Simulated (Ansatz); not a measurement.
Ansatz (an electronic-structure program) input:
A basis named .json is the Basis Set Exchange file of that set.

Ansatz 0.2 input:
```yaml
crystal:
  periodic: [false, false, false]
  atoms:
    - {symbol: Si, position_ang: [-0.02582869, -0.13793451, 0.08542604]}
    - {symbol: O, position_ang: [-0.27133170, -1.44900926, 0.89740510]}
    - {symbol: N, position_ang: [-1.48841484, 0.70531776, -0.50142661]}
    - {symbol: N, position_ang: [0.84318350, 1.16530060, 0.94625399]}
    - {symbol: N, position_ang: [0.93713549, -0.31174475, -1.41027402]}
    - {symbol: H, position_ang: [-2.31721530, 0.14489133, -0.34381413]}
    - {symbol: H, position_ang: [-1.61619756, 1.59323093, -0.03259443]}
    - {symbol: H, position_ang: [1.76137833, 1.32158452, 0.55000225]}
    - {symbol: H, position_ang: [0.95880131, 0.93739008, 1.92631469]}
    - {symbol: H, position_ang: [0.37387322, -0.14287968, -2.23413204]}
    - {symbol: H, position_ang: [1.32828609, -1.24317529, -1.48285525]}
basis:
  gaussian:
    orbitals: aug-cc-pV_D+d_Z.json
total_charge: -1
magnetization: {spin_polarized: false}
correlation: {method: ccsd_t, electrons: outside_noble_gas}
output: {forces: true}
```

Q: Which total energy does the run end on?

A: -531.76151 Eh (CCSD(T)/aug-cc-pV(D+d)Z). The basis has 178 functions. The run takes very roughly 22 core-minutes.

It need not be the lowest isomer of its formula. Whether it binds its extra electron was not tested at this geometry.
